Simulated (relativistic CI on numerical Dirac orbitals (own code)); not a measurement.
What each ingredient does to the levels of Xe19+

Base calculation: Dirac-Coulomb-Breit CI, separate exchange-only KLI orbitals for each configuration, model QED, unscaled Slater integrals.

CI space (outside the closed core [Ar] 3d10): 4s2 4p5, 4s 4p6, 4s2 4p4 4d, 4s 4p5 4d, 4s2 4p4 4f, 4s 4p5 4f, 4p6 4d, 4s 4p4 4d2, 4s2 4p3 4d 4f, 4p6 4f, 4s2 4p4 5s, 4p5 4d2, 4p4 4d3, 4p4 4d2 4f, 4p4 4d2 5s. Double excitations out of closed p, d and f shells are left out; levels of such configurations are missing from the list, as are those of other unlisted configurations, and high levels can miss mixing partners.

Variants: (1) P86 correlation estimate; (2) Breit term removed; (3) only the first 3 configurations. Shifts of the energy above 4s2 4p5 2P°_3/2, in cm⁻¹, for the lowest level and the first level of each name with at least 55 % of one term (blank where a level changes its place among those of its configuration and J or its character, or is not in the variant):

```
            Level     Base   Δ(1)   Δ(2)    Δ(3)
  4s2 4p5 2P°_3/2        0      0      0       0
  4s2 4p5 2P°_1/2   125731     +2  +1701   +1127
    4s 4p6 2S_1/2   518356   +681   +586  +13735
4s2 4p4 4d 4D_5/2   635496  +1062  +1665  +13064
4s2 4p4 4d 4D_7/2   648169  +1062  +2030  +12340
4s2 4p4 4d 4F_9/2   672564  +1061  +2286  +11525
4s2 4p4 4d 4P_1/2   704866  +1049  +2108  +19907
4s2 4p4 4d 4D_1/2   737669  +1064  +3025  +14927
4s2 4p4 4d 2G_7/2   791301  +1065  +3250  +15185
4s2 4p4 4d 2G_9/2   812293  +1063  +4013  +13192
4s2 4p4 4d 2S_1/2   892870  +1011  +2641  +30304
4s 4p5 4d 4P°_1/2  1205167  +1561  +1291        
4s 4p5 4d 4P°_3/2  1217253  +1562  +1511        
4s 4p5 4d 4F°_7/2  1226570  +1566  +1796
```

At this charge energies of transitions that change n are usually good to better than 1 %, and those within a shell (Δn = 0) to a few per cent.

Ionisation energy from the two ground configurations alone: base 581.335 eV; P86 correlation estimate 583.087 eV; Breit term removed 581.676 eV. The NIST ASD value (theoretical) is 582 eV.

LS names give the leading component of a level, which can be under half, so a name can repeat, a term be missing and a line seem to break the LS rules.
